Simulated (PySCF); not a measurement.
**Spinor energies of Hf (hafnium, neutral)**

Start: [Xe] 4f14 5d2 6s2; 5d3/2 filled at m_j = +1/2, +3/2. Calculated with PySCF 2.14 in x2c-TZVPall-2c with one added diffuse shell each of s, p, d type (12s12p11d2f, 117 functions): generalised Hartree-Fock with the X2C-1e Hamiltonian and a Gaussian nucleus; one run each with spin-orbit coupling (SO) switched off, then screened by Boettger's factors.

| spinor shell | electrons | ε, spin-free (eV) | ε, screened SO (eV) | weight of nominal j (screened SO) | rms radius, screened SO (bohr) |
| --- | --- | --- | --- | --- | --- |
| 1s1/2 | 2 | -65691.7 | -65673.3 | 1.000 | 0.0215 |
| 2s1/2 | 2 | -11372.0 | -11366.1 | 1.000 | 0.0869 |
| 2p1/2 | 2 | -9986.5 | -10835.4 | 1.000 | 0.0740 |
| 2p3/2 | 4 | -9986.5 | -9638.0 | 1.000 | 0.0812 |
| 3s1/2 | 2 | -2650.7 | -2648.7 | 1.000 | 0.222 |
| 3p1/2 | 2 | -2229.4 | -2413.5 | 1.000 | 0.214 |
| 3p3/2 | 4 | -2229.4 | -2152.3 | 1.000 | 0.228 |
| 3d3/2 | 4 | -1726.1 | -1758.9 | 1.000 | 0.202 |
| 3d5/2 | 6 | -1726.1 | -1702.3 | 1.000 | 0.206 |
| 4s1/2 | 2 | -564.46 | -563.71 | 1.000 | 0.498 |
| 4p1/2 | 2 | -423.68 | -466.05 | 1.000 | 0.508 |
| 4p3/2 | 4 | -423.68 | -405.65 | 1.000 | 0.541 |
| 4d3/2 | 4 | -238.22 | -244.69 | 1.000 | 0.571 |
| 4d5/2 | 6 | -238.22 | -233.17 | 1.000 | 0.583 |
| 5s1/2 | 2 | -80.199 | -79.950 | 1.000 | 1.23 |
| 5p1/2 | 2 | -43.601 | -50.131 | 0.984 | 1.38 |
| 5p3/2 | 4 | -43.601 | -40.594 | 0.992 | 1.48 |
| 4f5/2 | 6 | -31.073 | -31.722 | 0.998 | 0.747 |
| 4f7/2 | 8 | -31.073 | -29.881 | 0.999 | 0.748 |
| 5d3/2 | 2 | -7.282 | -7.395 | 0.864 | 2.57 |
| 6s1/2 | 2 | -6.505 | -6.448 | 0.985 | 3.98 |

```csv
quantity,spin-free,screened SO
E (hartree),-15066.93228,-15082.77648
M_J,2,2
⟨J²⟩,8.087,6.878
⟨L²⟩,12.055,11.829
⟨S²⟩,2.031,2.030
```

The determinant has a definite M_J but mixes levels of different J.

Each row is a mean over spinors that exchange with the open shell spreads, by up to 2.427 eV (5p1/2).

Rows whose weight is well below 1 are mixtures of j = l ± 1/2: exchange outweighs spin-orbit coupling there, and the label is only the starting occupation.

Breit and QED terms are absent; they matter most for the inner s and p1/2 levels.

Densities and radii are taken from the X2C orbitals without a picture-change correction, which distorts them close to the nucleus.

Without spin-orbit coupling the j labels of p, d and f shells carry no meaning; the spin-free column gives the mean over the occupied spinors of each nl shell, and its ⟨J²⟩ belongs to a mixture of degenerate components.
